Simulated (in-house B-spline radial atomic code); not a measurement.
Rh2+ is squeezed into an impenetrable sphere of radius R (the orbitals vanish at R). Caution: exact exchange at fractional occupations of open shells leaves self-interaction of up to several eV. Level of theory: non-relativistic PBE0, spin-polarised, spherical fractional occupations, point nucleus; calculated with a B-spline radial code for spherical atoms.

Energies in eV above the free ion in [Kr] 4d7:

```json
{"R (bohr)": "7.59", "highest level (eV)": "-24.3", "[Kr] 4d7": "0.0002734", "[Kr] 4d6 4f1": "23.65", "[Ar] 3d10 4s2 4p5 4d8": "46.52", "-dE/dV in [Kr] 4d7 (GPa)": "0.000997"}
{"R (bohr)": "6.56", "highest level (eV)": "-24.3", "[Kr] 4d7": "0.003235", "[Kr] 4d6 4f1": "24.66", "[Ar] 3d10 4s2 4p5 4d8": "46.52", "-dE/dV in [Kr] 4d7 (GPa)": "0.0154"}
{"R (bohr)": "5.24", "highest level (eV)": "-24.2", "[Kr] 4d7": "0.07074", "[Kr] 4d6 4f1": "27.3", "[Ar] 3d10 4s2 4p5 4d8": "46.59", "-dE/dV in [Kr] 4d7 (GPa)": "0.509"}
{"R (bohr)": "4.54", "highest level (eV)": "-23.9", "[Kr] 4d7": "0.3482", "[Kr] 4d6 4f1": "29.99", "[Ar] 3d10 4s2 4p5 4d8": "46.86", "-dE/dV in [Kr] 4d7 (GPa)": "3.28"}
{"R (bohr)": "3.7", "highest level (eV)": "-22.6", "[Kr] 4d7": "2.302", "[Kr] 4d6 4f1": "36.44", "[Ar] 3d10 4s2 4p5 4d8": "48.89", "-dE/dV in [Kr] 4d7 (GPa)": "32.6"}
{"R (bohr)": "2.96", "highest level (eV)": "-18", "[Kr] 4d7": "12.64", "[Kr] 4d6 4f1": "53.09", "[Ar] 3d10 4s2 4p5 4d8": "59.83", "-dE/dV in [Kr] 4d7 (GPa)": "296"}
{"R (bohr)": "2.55", "highest level (eV)": "-11.3", "[Kr] 4d7": "34.65", "[Kr] 4d6 4f1": "80.02", "[Ar] 3d10 4s2 4p5 4d8": "83.07", "-dE/dV in [Kr] 4d7 (GPa)": "1170"}
{"R (bohr)": "2.36", "highest level (eV)": "-5.79", "[Kr] 4d7": "56.83", "[Kr] 4d6 4f1": "104.9", "[Ar] 3d10 4s2 4p5 4d8": "106.3", "-dE/dV in [Kr] 4d7 (GPa)": "2330"}
{"R (bohr)": "1.92", "highest level (eV)": "20", "[Kr] 4d7": "194.5", "[Kr] 4d6 4f1": "249.8", "[Ar] 3d10 4s2 4p5 4d8": "248.9", "-dE/dV in [Kr] 4d7 (GPa)": "13400"}
{"R (bohr)": "1.39", "highest level (eV)": "124", "[Kr] 4d7": "1033", "[Kr] 4d6 4f1": "1090", "[Ar] 3d10 4s2 4p5 4d8": "1100", "-dE/dV in [Kr] 4d7 (GPa)": "156000"}
```

**Question.** Does [Kr] 4d6 4f1 fall below [Kr] 4d7 under compression?

**Answer.** No, it stays above over the whole range.

**Question.** Does [Ar] 3d10 4s2 4p5 4d8 fall below [Kr] 4d7 under compression?

**Answer.** No, it stays above over the whole range.

The highest level is first positive in the row R = 1.92 bohr, pushed up by confinement above the zero of the free ion's potential. Each configuration is held fixed and needn't be the lowest in the sphere.
